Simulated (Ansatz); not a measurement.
Ansatz (a quantum-chemistry and plane-wave program) input (B3LYP-D3(BJ)/def2-TZVP):

Ansatz 0.2 input:
```yaml
crystal:
  periodic: [false, false, false]
  atoms:
    - {symbol: C, position_ang: [-1.92945972, 0.20398773, 0.06052233]}
    - {symbol: C, position_ang: [-0.50053364, 0.46644118, 0.53610237]}
    - {symbol: C, position_ang: [0.42706449, -0.16936521, -0.18160852]}
    - {symbol: C, position_ang: [1.90300833, -0.04985224, 0.11570919]}
    - {symbol: H, position_ang: [-2.03126625, -0.47517180, -0.81950022]}
    - {symbol: H, position_ang: [-2.42097411, 1.15060711, -0.20884223]}
    - {symbol: H, position_ang: [-2.52600889, -0.23615344, 0.87338820]}
    - {symbol: H, position_ang: [0.24554190, -0.85141679, -1.06975424]}
    - {symbol: H, position_ang: [2.05579276, 0.60397797, 0.97560654]}
    - {symbol: H, position_ang: [2.46552750, 0.36912447, -0.73384431]}
    - {symbol: H, position_ang: [2.36094368, -1.02518594, 0.34429298]}
basis:
  gaussian:
    orbitals: def2-TZVP
hamiltonian:
  xc: b3lyp
  dispersion: d3bj
total_charge: -1
relax: {f_tol: 0.002, max_steps: 150}
```

End of the output:

```
reference -4262.00345543 eV, -156.6257380972 hartree; 16, 16 occupied and 150, 150 virtual orbitals, 1028 factors
relax step   6: F+E_penalty+E_count = -4262.30299296 eV  Δ(F+E_penalty+E_count) = -1.126e-5 eV  max|allowed force component| = 7.273e-3 eV/Å  Δτ_max = 0.0045 Å  (33 SCF iters, accepted)
these checks for a lower state are left out or cut short: starts, cluster_reference, orbital_swaps, neighbouring_geometries, increment
integrals: 0.06 GiB planned
1028 factors; their error is unknown
mean field: 0.68 GiB planned
mean field -4262.00320320 eV, -156.6257288281 hartree, gradient 1.9e-5 eV, S^2 0.000000; 0 other end points of the search recorded, 0 dependent functions left out
the calculation of the forces begins
reference -4262.00346332 eV, -156.6257383873 hartree; 16, 16 occupied and 150, 150 virtual orbitals, 1028 factors
relax step   7: F+E_penalty+E_count = -4262.30299937 eV  Δ(F+E_penalty+E_count) = -6.413e-6 eV  max|allowed force component| = 6.476e-4 eV/Å  Δτ_max = 0.0029 Å  (33 SCF iters, accepted)
integrals: 0.06 GiB planned
1028 factors; their error is unknown
mean field: 0.68 GiB planned
mean field evaluation 64: about -4262.0032 eV, gradient 6.8e-3 eV
mean field -4262.00320320 eV, -156.6257288281 hartree, gradient 1.9e-5 eV, S^2 0.000000; 1 other end points of the search recorded, 0 dependent functions left out
the calculation of the forces begins
reference -4262.00346332 eV, -156.6257383873 hartree; 16, 16 occupied and 150, 150 virtual orbitals, 1028 factors
Total energy: -4262.30325949 eV, -156.6367556933 hartree
Atom 0 at    -1.929360     0.201574     0.059137 Å, force     0.000143    -0.000246     0.000502 eV/Å
Atom 1 at    -0.517093     0.462766     0.534697 Å, force     0.000014     0.000644    -0.000244 eV/Å
Atom 2 at     0.436261    -0.157538    -0.167724 Å, force     0.000139    -0.000648     0.000505 eV/Å
Atom 3 at     1.917955    -0.054223     0.111441 Å, force    -0.000108     0.000072     0.000411 eV/Å
Atom 4 at    -2.010847    -0.480480    -0.824937 Å, force    -0.000324     0.000234     0.000134 eV/Å
Atom 5 at    -2.437206     1.138662    -0.211558 Å, force    -0.000173    -0.000395    -0.000233 eV/Å
Atom 6 at    -2.543580    -0.236588     0.859191 Å, force     0.000174     0.000076    -0.000322 eV/Å
Atom 7 at     0.198378    -0.816377    -1.037197 Å, force    -0.000125     0.000254    -0.000317 eV/Å
Atom 8 at     2.074346     0.603560     0.971060 Å, force     0.000160    -0.000255    -0.000637 eV/Å
Atom 9 at     2.483735     0.355839    -0.741099 Å, force     0.000298     0.000030     0.000469 eV/Å
Atom 10 at     2.377048    -1.030201     0.339060 Å, force    -0.000198     0.000234    -0.000267 eV/Å
Dipole moment:     0.192392    -0.250919    -0.303349 e Å
```

It need not be the lowest isomer of its formula. Whether it binds its extra electron was not tested at this geometry.
